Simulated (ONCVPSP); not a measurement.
# What one change does to a pseudopotential (rhenium (Re), ONCV)

- Element: Re (Z = 75)
- Generator: ONCVPSP 4.0.1
- Type: optimised norm-conserving Vanderbilt (ONCV)
- Functional: PBE
- Relativity: fully relativistic
- Frozen core: [Kr] 4d10 4f14
- Valence charge: 15
- Reference configuration: 5s2 5p6 5d5 6s1.75 6p0.25
- Partial waves: 5s+6s: rc 1.80 bohr, ncon 3, nbas 6, qcut 8.5 1/bohr, 2 projectors; 5p+6p: rc 1.75 bohr, ncon 4, nbas 8, qcut 9.3 1/bohr, 2 projectors; 5d: rc 2.40 bohr, ncon 4, nbas 9, qcut 6 1/bohr, 2 projectors, debl 1.9 Ha
- Local potential: polynomial inside 1.25 bohr (lpopt 2, dvloc0 4 Ha)
- Core correction: polynomial model core, fcfact 0.55

Open shells are filled in proportion to 2j + 1.

Change: s: qcut 12.5; p: qcut 13.6; d: qcut 8.8.

Cutoffs: the cutoffs (Ha) at which the residual kinetic energy of the hardest occupied pseudo-wave falls to 1 and 0.1 mHa per electron; they do not see the model core or the augmentation charge, which bear on the density cutoff. Errors are all-electron minus pseudo energies relative to the spin-unpolarised reference configuration.

Task: What does the change do?

Result: The potential gets harder (24 Ha and 30 Ha → 42 Ha and 53 Ha); of the 3 tests that both files solve, the error grows in 1 and shrinks in 0 by more than 15 % and 0.3 meV (median size 0.5 → 0.7 meV); neither file shows a bound ghost.

```csv
quantity,base,changed
"cutoff, loose",24 Ha,42 Ha
"cutoff, tight",30 Ha,53 Ha
loose cutoff by channel,"s 20 Ha, p 24 Ha, d 13 Ha","s 22 Ha, p 42 Ha, d 16 Ha"
bound ghosts,none,none
GHOST(+) flags under 300 eV,none,none
tests with a reliable result,3 of 4,3 of 4
"error for 5s2 5p6 5d5 6s2 6p0, meV [ΔE -1.15 eV]",-0.1,-0.1
"error for 5s2 5p6 5d5 6s1 6p0, meV [ΔE 8.10 eV]",-0.5,-0.7
"error for 5s2 5p6 5d4 6s2 6p1, meV [ΔE 3.85 eV]",+1.9,-5.6
s: phases at 1.83 bohr within 0.05 rad from the reference energy up to (Ha; the scan ends near 5),to the end of the scan,to the end of the scan
p3/2: phases at 1.77 bohr within 0.05 rad from the reference energy up to (Ha; the scan ends near 5),to the end of the scan,to the end of the scan
p1/2: phases at 1.77 bohr within 0.05 rad from the reference energy up to (Ha; the scan ends near 5),to the end of the scan,to the end of the scan
d5/2: phases at 2.43 bohr within 0.05 rad from the reference energy up to (Ha; the scan ends near 5),to the end of the scan,to the end of the scan
d3/2: phases at 2.43 bohr within 0.05 rad from the reference energy up to (Ha; the scan ends near 5),to the end of the scan,to the end of the scan
"rms error of d²Exc/dni dnj with the model core, mHa",1.88,1.98
```
